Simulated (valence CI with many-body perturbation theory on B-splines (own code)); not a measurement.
**Mo IV: E2, M1 decay**

Method: configuration interaction combined with many-body perturbation theory (CI+MBPT): three valence electrons over a frozen Dirac-Fock core [Kr], a basis of 9 s, 9 p, 10 d, 8 f, 5 g, 3 h, 1 i functions for each j, with the one-electron correlation potential Σ1, the two-electron term Σ2, the three-electron term Σ3, Breit, model QED; selected CI, second order for the rest, scaled by the run's own slope (own B-spline code, finite nucleus).

Set against measurement, 64 paired levels are off by 549 cm⁻¹ on average, the worst by 1913. These come from a selection out of Sugar and Musgrove, J. Phys. Chem. Ref. Data 17, 155 (1988). Levels without a partner in it may be off by more, other configurations by 1,000 to 8,000 cm⁻¹.

Lines 51 to 100 of 112 in falling wavelength, among levels below 16.157 eV, chosen from the decays that carry over 1 % of a level's rate. Wavelengths and rates use the calculated energies, so an error of 500 cm⁻¹ moves a line at 660.9 nm by 3.3 % and its rate by three times that or more. Electric multipoles are in the length gauge, E1 and E2 with the static RPA response of the core. S is in atomic units (e²a₀⁴ for E2 and M2, e²a₀⁶ for E3), for M1 in squared Bohr magnetons. Weak lines are less certain than strong ones. Lines between different terms over intervals too small for the method are left out, as are lines whose strength nearly cancels and 8 of this kind that miss the measured wavelength by over 7 %.

Names give the largest LS component (configuration and term), which can be under half, so a name can repeat, a term be missing and a line seem to break the LS rules; names also repeat where a configuration has a term twice. Letters in brackets count levels of one name in rising energy.

| λ vac (nm) | λ from measured levels | Upper | Lower | Type | A (s⁻¹) | S (a.u.) |
| --- | --- | --- | --- | --- | --- | --- |
| 660.9 | 697.0 | 4d3 2P_1/2 | 4d3 4F_3/2 | E2 | 5.43e-03 | 1.22e-01 |
| 660.9 | 697.0 | 4d3 2P_1/2 | 4d3 4F_3/2 | M1 | 5.36e-03 | 1.15e-04 |
| 631.9 | 664.5 | 4d3 2D_5/2 [a] | 4d3 4F_7/2 | M1 | 9.47e-01 | 5.31e-02 |
| 595.2 | 623.8 | 4d3 2D_5/2 [a] | 4d3 4F_5/2 | M1 | 1.35e-01 | 6.34e-03 |
| 585.1 | 612.4 | 4d3 2D_3/2 [a] | 4d3 4F_5/2 | M1 | 6.53e-01 | 1.94e-02 |
| 568.9 | 594.9 | 4d3 2D_5/2 [a] | 4d3 4F_3/2 | M1 | 4.00e-02 | 1.64e-03 |
| 559.7 | 584.5 | 4d3 2D_3/2 [a] | 4d3 4F_3/2 | M1 | 3.40e-01 | 8.83e-03 |
| 443.9 | 458.4 | 4d3 2D_5/2 [b] | 4d3 2D_3/2 [a] | E2 | 5.07e-01 | 4.69e+00 |
| 443.9 | 458.4 | 4d3 2D_5/2 [b] | 4d3 2D_3/2 [a] | M1 | 2.48e-01 | 4.82e-03 |
| 438.7 | 456.2 | 4d3 2F_7/2 | 4d3 4F_9/2 | M1 | 2.27e-01 | 5.68e-03 |
| 438.7 | 456.2 | 4d3 2F_7/2 | 4d3 4F_9/2 | E2 | 1.86e-02 | 2.16e-01 |
| 438.3 | 452.2 | 4d3 2D_5/2 [b] | 4d3 2D_5/2 [a] | E2 | 2.97e-01 | 2.58e+00 |
| 432.3 | 446.0 | 4d3 2D_3/2 [b] | 4d3 2D_5/2 [a] | M1 | 7.52e-01 | 9.00e-03 |
| 432.3 | 446.0 | 4d3 2D_3/2 [b] | 4d3 2D_5/2 [a] | E2 | 1.89e-01 | 1.02e+00 |
| 412.9 | 428.4 | 4d3 2F_5/2 | 4d3 4F_7/2 | M1 | 2.51e-02 | 3.93e-04 |
| 401.9 | 416.5 | 4d3 2F_7/2 | 4d3 4F_5/2 | M1 | 8.28e-02 | 1.59e-03 |
| 396.9 | 411.1 | 4d3 2F_5/2 | 4d3 4F_5/2 | M1 | 2.15e-02 | 2.99e-04 |
| 395.8 | 406.9 | 4d3 2D_5/2 [b] | 4d3 2P_1/2 | E2 | 2.08e-01 | 1.08e+00 |
| 392.8 | 404.1 | 4d3 2D_5/2 [b] | 4d3 2P_3/2 | M1 | 4.72e-01 | 6.36e-03 |
| 392.8 | 404.1 | 4d3 2D_5/2 [b] | 4d3 2P_3/2 | E2 | 1.16e-01 | 5.82e-01 |
| 390.9 | 401.9 | 4d3 2D_3/2 [b] | 4d3 2P_1/2 | E2 | 4.70e-01 | 1.53e+00 |
| 388.0 | 399.1 | 4d3 2D_3/2 [b] | 4d3 2P_3/2 | E2 | 8.63e-01 | 2.71e+00 |
| 385.1 | 398.4 | 4d3 2F_5/2 | 4d3 4F_3/2 | M1 | 1.95e-01 | 2.48e-03 |
| 385.1 | 398.4 | 4d3 2F_5/2 | 4d3 4F_3/2 | E2 | 1.34e-02 | 6.06e-02 |
| 356.9 | 375.8 | 4d3 2D_5/2 [b] | 4d3 2G_9/2 | E2 | 3.88e+00 | 1.20e+01 |
| 355.9 | 366.2 | 4d3 2D_5/2 [b] | 4d3 4P_5/2 | M1 | 1.25e+00 | 1.25e-02 |
| 348.4 | 365.7 | 4d3 2D_5/2 [b] | 4d3 2G_7/2 | E2 | 4.02e-01 | 1.11e+00 |
| 344.5 | 361.7 | 4d3 2D_3/2 [b] | 4d3 2G_7/2 | E2 | 5.83e+00 | 1.01e+01 |
| 340.6 | 349.8 | 4d3 2D_5/2 [b] | 4d3 4P_3/2 | M1 | 1.31e-01 | 1.15e-03 |
| 340.6 | 349.8 | 4d3 2D_5/2 [b] | 4d3 4P_3/2 | E2 | 1.13e-01 | 2.78e-01 |
| 336.9 | 346.0 | 4d3 2D_3/2 [b] | 4d3 4P_3/2 | M1 | 4.07e-01 | 2.31e-03 |
| 336.9 | 346.0 | 4d3 2D_3/2 [b] | 4d3 4P_3/2 | E2 | 1.96e-01 | 3.03e-01 |
| 336.9 | 346.1 | 4d3 2D_3/2 [b] | 4d3 4P_1/2 | M1 | 1.17e-01 | 6.64e-04 |
| 266.4 | 277.3 | 4d3 2D_5/2 [b] | 4d3 4F_9/2 | E2 | 1.66e-01 | 1.19e-01 |
| 258.8 | 269.1 | 4d3 2D_5/2 [b] | 4d3 4F_7/2 | M1 | 2.19e-01 | 8.46e-04 |
| 250.4 | 260.1 | 4d3 2D_3/2 [b] | 4d3 4F_5/2 | M1 | 2.34e-01 | 5.46e-04 |
| 199.0 | 197.8 | 4d2 5s 4F_3/2 | 4d3 4P_3/2 | E2 | 1.58e+01 | 1.76e+00 |
| 199.0 | 197.8 | 4d2 5s 4F_3/2 | 4d3 4P_1/2 | E2 | 3.79e+01 | 4.22e+00 |
| 196.9 | 195.7 | 4d2 5s 4F_7/2 | 4d3 4P_5/2 | E2 | 2.26e+01 | 4.78e+00 |
| 196.2 | 194.9 | 4d2 5s 4F_5/2 | 4d3 4P_3/2 | E2 | 3.16e+01 | 4.93e+00 |
| 196.2 | 195.0 | 4d2 5s 4F_5/2 | 4d3 4P_1/2 | E2 | 1.67e+01 | 2.59e+00 |
| 192.1 | 190.9 | 4d2 5s 4F_7/2 | 4d3 4P_3/2 | E2 | 3.47e+01 | 6.48e+00 |
| 191.8 | 190.7 | 4d2 5s 4F_9/2 | 4d3 4P_5/2 | E2 | 6.39e+01 | 1.48e+01 |
| 185.7 | 188.0 | 4d2 5s 2F_5/2 | 4d3 2H_9/2 | E2 | 2.01e+02 | 2.38e+01 |
| 183.2 | 182.4 | 4d2 5s 2F_5/2 | 4d3 2P_1/2 | E2 | 2.24e+01 | 2.48e+00 |
| 182.6 | 181.8 | 4d2 5s 2F_5/2 | 4d3 2P_3/2 | E2 | 9.09e+01 | 9.89e+00 |
| 174.4 | 175.8 | 4d2 5s 2F_5/2 | 4d3 2G_9/2 | E2 | 2.37e+02 | 2.05e+01 |
| 172.4 | 173.6 | 4d2 5s 2F_5/2 | 4d3 2G_7/2 | E2 | 2.83e+02 | 2.31e+01 |
| 169.1 | 170.2 | 4d2 5s 4F_5/2 | 4d3 4F_9/2 | E2 | 1.78e+01 | 1.32e+00 |
| 168.0 | 169.1 | 4d2 5s 4F_3/2 | 4d3 4F_7/2 | E2 | 3.14e+01 | 1.50e+00 |
